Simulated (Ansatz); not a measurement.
The lowest doublet and quartet of CF (SMILES [C]F); geometries from B3LYP-D3(BJ)/def2-TZVP, each state relaxed from the structure named, with no frequency check.
Doublet at the quartet's geometry (charge 0, multiplicity 2):
```
atom   x (Å)   y (Å)    z (Å)
----  ------  ------  -------
C     0.0000  0.0000  -0.7965
F     0.0000  0.0000   0.5310
```

A positive gap puts the quartet lower; no zero-point energy. U- takes an unrestricted doublet. The quartet is unrestricted in single-reference levels. Active spaces average the two states.

Frozen-core correlation.

Run with Ansatz (a program for electronic structure). Each number belongs to the level named beside it.

```tsv
level	gap E(doublet) − E(quartet), vertical, at the quartet's geometry (kcal/mol)
U-PBE/def2-TZVPP	-79.07
U-wB97M-V/def2-TZVPP	-85.98
U-B2PLYP/def2-TZVPP	-82.34
U-SCS-MP2/cc-pVDZ	-76.90
U-CCSD/cc-pVDZ	-76.00
SA-CASSCF(3,4)/cc-pVDZ	?
FIC-NEVPT4(SD) on SA-CASSCF(3,4)/cc-pVTZ	-78.71
FIC-MRCISD+Q on SA-CASSCF(3,4)/cc-pVDZ	-77.83
FIC-MRCISD+Q on SA-CASSCF(3,4)/cc-pVQZ	-79.31
```

**Question.** Some entries are withheld; supply them.

**Answer.** 
- SA-CASSCF(3,4)/cc-pVDZ, gap E(doublet) − E(quartet), vertical, at the quartet's geometry (kcal/mol): -66.06
